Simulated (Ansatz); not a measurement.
`C[SiH](O)F` → H–F + `C[Si]O` at 600 K and 1 bar (silylene formation by 1,1-elimination).

Program: Ansatz. Geometries: PBE0-D4/def2-TZVP. ΔE: electronic, gas phase. CCSD(T)/CBS adds triple-zeta CCSD(T) − MP2 to the extrapolated MP2 energy (def2 sets, frozen cores). This one scheme is used for every species. One conformer a species, not always the lowest.

```tsv
species	CCSD(T)/CBS energy (Eh)	H − E (kJ/mol)	S (J/(mol·K))
`C[SiH](O)F`	-505.24344	217.8	394.2
H–F	-100.39570	42.3	194.0
`C[Si]O`	-404.71755	171.7	351.0
```

H − E and S are ideal-gas, rigid-rotor, harmonic terms from PBE0-D4/def2-TZVP, for one conformer and one mirror image of each species. 1 Eh = 2625.50 kJ/mol, R = 8.31446 J/(mol·K).

Task: By hand: ΔE, ΔH, ΔS and ΔG.

Result: ΔE = (-100.39570) + (-404.71755) − (-505.24344) = 0.13019 Eh = 341.8 kJ/mol. Δ(H − E) = 42.3 + 171.7 − 217.8 = -3.8, so ΔH = 338.0 kJ/mol. ΔS = 194.0 + 351.0 − 394.2 = 150.8 J/(mol·K). ΔG = 338.0 − 600 × (150.8)/1000 = 247.5 kJ/mol.

Task: By hand: the equilibrium constant, and the temperature at which ΔG would vanish if ΔH and ΔS stayed fixed.

Result: log₁₀ K = −ΔG/(RT ln 10) = -21.5. ΔG = 0 at ΔH/ΔS = 2241 K.

The number of gas molecules changes by +1, which sets the sign of ΔS. A doubt of 5 kJ/mol in ΔE shifts log₁₀ K by 0.4 here. Other conformers and mirror images would add mixing entropy, several J/(mol·K) or more a flexible species. These are equilibria of isolated gas molecules and say nothing of rates. Largest T1 diagnostic: 0.014 (customary marks: 0.02 for closed shells, 0.045 for open ones).
